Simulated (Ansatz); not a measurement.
The cluster Te₉Pb₈⁻. The state is a doublet with charge -1. Geometry PBE-D4/def2-SVP, basis def2-SVP, Ansatz.

```tsv
atom	x (Å)	y (Å)	z (Å)
Pb1	0.130	3.440	0.042
Pb2	3.130	1.978	1.884
Pb3	-2.827	-0.380	-2.180
Pb4	-0.005	2.289	-3.535
Pb5	-0.011	-1.287	-0.288
Pb6	2.334	-0.941	-3.355
Pb7	-0.908	-0.084	3.828
Pb8	-3.648	-2.154	0.590
Te9	3.511	-0.503	3.246
Te10	0.339	2.564	2.891
Te11	-0.617	-0.558	-4.274
Te12	2.132	1.544	-1.327
Te13	1.961	-3.148	-1.608
Te14	1.082	-1.960	2.506
Te15	-2.285	2.505	-1.531
Te16	-3.044	0.404	1.836
Te17	-1.273	-3.709	1.275
```

```json
{"run": "A", "HOMO (eV)": "-3.67", "LUMO (eV)": "0.72"}
{"run": "B", "HOMO (eV)": "-1.63", "LUMO (eV)": "-1.10"}
{"run": "C", "HOMO (eV)": "-2.08", "LUMO (eV)": "-0.71"}
{"run": "D", "HOMO (eV)": "-1.38", "LUMO (eV)": "-1.11"}
```

In the def2 sets Pb, Te take a core potential; there is no spin–orbit coupling. Single mean-field runs in def2-SVP are fitted with def2-universal-jkfit. Another isomer (doublet) lies 1.65 eV lower at PBE0-D4/def2-SVP; other spin states weren't run for this one.

HOMO and LUMO are taken over both spins.

Question: The runs used PBE, PBE0, r2SCAN, ωB97X-V. Estimate which is which.

Answer: A ωB97X-V (range-separated); B r2SCAN (0 % exact exchange); C PBE0 (25 % exact exchange); D PBE (0 % exact exchange). Exact exchange lowers occupied and raises empty levels; among semilocal functionals meta-GGAs tend to open the gap a little, and such runs are hard to tell apart. The gap grows from 0.27 eV (PBE) to 4.39 eV (ωB97X-V).
